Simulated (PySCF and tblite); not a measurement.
The numbers below are computed, except where a source is named.
**Barrier and rate of a pyramidal inversion**

System: C7H8N2, numbered as in [CH:1]#[C:2][C@H:3]([C:4]#[N:5])[CH:6]1[CH2:7][NH:8][CH2:9]1.

Motion: pyramidal inversion at N8. The path came from a restrained scan, a climbing-image band and a saddle search at GFN2-xTB; energies are PBE0/pcSseg-1 + D3(BJ)//GFN2-xTB, thermal terms GFN2-xTB. Rates follow Eyring's equation with the number of equivalent paths and no tunnelling. Run with tblite and PySCF.

```
 point  symmetry  E(GFN2) kcal/mol  E(DFT) kcal/mol  ZPE change kcal/mol  lowest mode cm⁻¹  dipole D
 start        C1               0.0              0.0                 0.00                56      4.20
saddle        C1               6.0              5.5                -1.16              637i      4.00
   end        C1               0.9              1.1                -0.09                46      3.84
```

* Electronic barrier: 5.5 kcal/mol
* Barrier with zero-point energy: 4.3 kcal/mol
* ΔH‡ (298 K): 4.2 kcal/mol
* ΔS‡ (298 K, symmetry apart): -0.3 cal/(mol K)
* Paths: 1 equivalent path
* End point: a different minimum
* Mean lifetime of the start against this motion at 298 K: 230 ps
* Cost: 3.2 min on 1 thread of Intel Xeon @ 2.70GHz, on a host shared with other jobs (rough), peak memory 0.86 GiB, launched as `OMP_NUM_THREADS=1 python ens_run.py task.json out`

| T/K | ΔG‡ kcal/mol | k s⁻¹ | ΔG kcal/mol | k back s⁻¹ |
| --- | --- | --- | --- | --- |
| 200 | 4.3 | 8.3×10⁷ | 0.9 | 8.8×10⁸ |
| 250 | 4.3 | 9×10⁸ | 0.9 | 5.7×10⁹ |
| 298 | 4.3 | 4.3×10⁹ | 0.9 | 2×10¹⁰ |
| 350 | 4.3 | 1.4×10¹⁰ | 0.9 | 5.2×10¹⁰ |
| 400 | 4.3 | 3.5×10¹⁰ | 0.9 | 1×10¹¹ |
| 500 | 4.4 | 1.2×10¹¹ | 0.8 | 2.8×10¹¹ |

ΔG and ΔG‡ leave out symmetry numbers and mirror images; rates count paths: 1 out, 1 back.
